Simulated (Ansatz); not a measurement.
Stretching the C5–H6 bond in CH5OSb (SMILES C[O][SbH2]) (multiplicity 1 held, fragments rigid). Energies count from the point at 1.097 Å.
Geometry at that point (charge 0, multiplicity 1):
```csv
atom,x (Å),y (Å),z (Å)
Sb,-0.3916,0.2729,0.3797
H,-1.5274,-0.6889,-0.5020
H,-0.4229,1.4423,-0.8947
O,1.2163,-0.6790,-0.2641
C,1.3391,-0.9960,-1.6388
H,1.3361,-0.0961,-2.2654
H,2.2903,-1.5146,-1.7777
H,0.5293,-1.6528,-1.9785
```

Signs of static correlation in def2-SVP, with CASSCF(2,2), from Ansatz (an electronic-structure program) runs.

```tsv
R (Å)	T1 of restricted CCSD	⟨S²⟩ of UHF	largest double amplitude of restricted CCSD	weight of the CASSCF reference in MRCISD	CASSCF natural occupations
0.877	0.014	0.000	0.065	0.881	1.99 0.01
0.987	0.014	0.000	0.065	0.881	1.99 0.01
1.097	0.014	0.000	0.065	0.881	1.98 0.02
1.206	0.014	0.000	0.065	0.881	1.97 0.03
1.316	0.014	0.000	0.064	0.880	1.96 0.04
1.480	0.015	0.000	0.064	0.880	1.94 0.06
1.645	0.016	0.000	0.082	0.880	1.91 0.09
1.919	0.020	0.536	0.113	0.879	1.83 0.17
2.193	[?]	[?]	0.230	0.879	1.72 0.28
2.522	0.037	0.922	0.387	0.879	1.54 0.46
2.961	0.055	0.983	0.556	0.879	1.33 0.67
3.509	0.073	1.002	0.739	0.880	1.16 0.84
```

**Question.** Some entries are withheld; supply them.

**Answer.** 
- 2.193, T1 of restricted CCSD: 0.026
- 2.193, ⟨S²⟩ of UHF: 0.792

Doubts at one or more of the structures used: a restricted determinant that unrestricted orbitals would lower (R-CCSD(T)/def2-SVP); other coupled-cluster roots lie near (R-CCSD(T)/def2-SVP); T1 above 0.05 (R-CCSD(T)/def2-SVP, U-CCSD(T)/def2-SVP); a spin-contaminated determinant (U-CCSD(T)/def2-SVP).
